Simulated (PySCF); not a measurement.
C3H7NSi, SMILES NC=C=C[SiH3]. Geometry optimised at PBE0-D3(BJ)/def2-SVP. The structure was generated by enumeration; whether it is a known compound was not checked. One conformer was computed; it need not be the lowest.

The numbers are results of PBE0-D3(BJ)/def2-SVP run with PySCF, not measurements.

Harmonic wavenumbers (cm⁻¹): 82, 96, 183, 257, 331, 401, 568, 612, 639, 677, 763, 783, 898, 920, 938, 952, 998, 1152, 1213, 1277, 1480, 1628, 2078, 2212, 2216, 2246, 3105, 3170, 3582, 3689. Rotational constants (GHz): 12.72, 1.547, 1.473; symmetry number 1.

Work out the zero-point energy and the ideal-gas rigid-rotor harmonic-oscillator thermochemistry at 298.15 K and 1 atm.

ZPE = ½ Σ hcν = ½ × 39150 cm⁻¹ = 234.17 kJ/mol. H − E(el) = 255.44 kJ/mol. Entropy in J/(mol K): translation 164.18, rotation 112.16, vibration 68.79, total 345.14. G − E(el) = 152.54 kJ/mol. Cp = 112.40 J/(mol K). Modes under 150 cm⁻¹ make the vibrational entropy uncertain.
